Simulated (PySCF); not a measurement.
## Assignment exercise: CH11NOSi3

Geometry:
```tsv
atom	x (Å)	y (Å)	z (Å)
C1	2.393	-0.655	-0.111
Si2	1.259	0.004	1.271
Si3	-0.598	1.091	0.463
N4	-0.175	1.835	-1.038
O5	-1.798	0.052	0.085
Si6	-2.441	-1.310	-0.487
H7	3.278	-1.141	0.289
H8	1.869	-1.378	-0.731
H9	2.725	0.149	-0.762
H10	0.947	-1.138	2.149
H11	2.074	0.915	2.100
H12	-1.320	1.980	1.393
H13	-0.913	2.109	-1.667
H14	0.565	2.517	-1.059
H15	-2.324	-2.318	0.567
H16	-1.716	-1.726	-1.688
H17	-3.832	-0.973	-0.784
```

Computed data (PySCF 2.14): geometry: GFN2-xTB, shielding tensors at PBE0/pcSseg-1 (GIAO). A single conformation, fast rotation and ring inversion assumed for equivalent nuclei, non-relativistic, gas phase.

Shifts are taken against calculated references (same method and geometry level): 1H against TMS.

Assign these signals to the numbered atoms. 1H NMR (400 MHz, computed): δ 5.85 (m, 1H), 5.17 (s, 3H), 3.84 (m, 1H), 3.67 (m, 1H), 0.31 (br s, 2H), 0.26 (m, 3H).

## Answers


```tsv
δ (ppm)	atoms	environment	reason
5.85	H12	hydrogen on a silicon bonded to N, O, Si	–
5.17	H15/H16/H17	hydrogen on a silicon bonded to O	–
3.84	H10	hydrogen on a silicon bonded to C, Si	–
3.67	H11	hydrogen on a silicon bonded to C, Si	–
0.31	H13/H14	hydrogen on a nitrogen bonded to Si	labile proton, position sensitive to the medium
0.26	H7/H8/H9	hydrogen on a methyl carbon bonded to Si	an electropositive neighbour shields it, as in TMS itself
```

H13/H14 and H7/H8/H9 lie closer than the usual error of such a calculation, so a measured spectrum could show them in the other order.

The OH or NH signal is concentration- and solvent-dependent in practice; the value given is the gas-phase one. Multiplicities follow the n + 1 count of equivalent neighbours, as no J values were calculated; m marks all less simple cases, F and P coupling included.
